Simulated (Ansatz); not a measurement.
System: C2H10O2Si2 (charge 0, singlet). 
Geometry from a B3LYP-D3(BJ)/def2-TZVP (Ansatz, a first-principles code) optimisation:
```
C
H 1 1.0954
H 1 1.0954 2 108.10
O 1 1.4191 2 110.92 3 -121.81
C 1 1.5163 2 109.42 3 119.08
H 5 1.0954 1 109.42 2 -180.00
H 5 1.0954 6 108.10 1 119.08
O 5 1.4191 6 110.92 7 121.81
Si 4 1.6471 1 123.64 2 60.07
Si 8 1.6471 5 123.64 6 -60.07
H 9 1.4757 4 106.33 1 -180.00
H 10 1.4757 8 106.33 5 180.00
H 9 1.4847 11 110.43 4 -120.22
H 10 1.4847 12 110.43 8 120.22
H 9 1.4847 11 110.43 13 -119.55
H 10 1.4847 12 110.43 14 119.55
```

Wanted: atomisation energy (electronic, to ground-state atoms), in kJ/mol. Valence correlation only, unless marked. Open shells are spin-unrestricted. Spin-orbit coupling is left out. Non-relativistic. The coupled-cluster limit lacks core correlation, which all-electron functionals hold. CBS marks a two-point X^-3 extrapolation of the correlation energy; Hartree-Fock from the larger set. [CCSD(T)-MP2]/basis is that difference in the basis named.

| level | program | atomisation energy (kJ/mol) | minus last row |
|---|---|---|---|
| HF/aug-cc-pV(D+d)Z | Ansatz | 4145.2 | -1593.3 |
| BLYP/def2-TZVPD | Ansatz | 5615.5 | -123.0 |
| B97M-V/def2-TZVPD | Ansatz | 5713.6 | -24.9 |
| LC-wPBE/def2-TZVPD | Ansatz | 5675.3 | -63.2 |
| B2PLYP/def2-TZVPD | Ansatz | 5639.6 | -98.9 |
| MP2/cc-pV(Q+d)Z | Ansatz | 5738.2 | -0.3 |
| CCSD/cc-pV(T+d)Z | Ansatz | 5516.7 | -221.8 |
| CCSD(T)/cc-pVTZ | Ansatz | 5561.7 | -176.8 |
| RI-MP2/CBS(aug-cc-pV(T+d)Z,aug-cc-pV(Q+d)Z)+[CCSD(T)-MP2]/aug-cc-pV(T+d)Z | Ansatz | 5742.6 | 4.1 |
| CCSD(T)/CBS(cc-pV(T+d)Z,cc-pV(Q+d)Z) | Ansatz | 5738.5 | 0.0 |
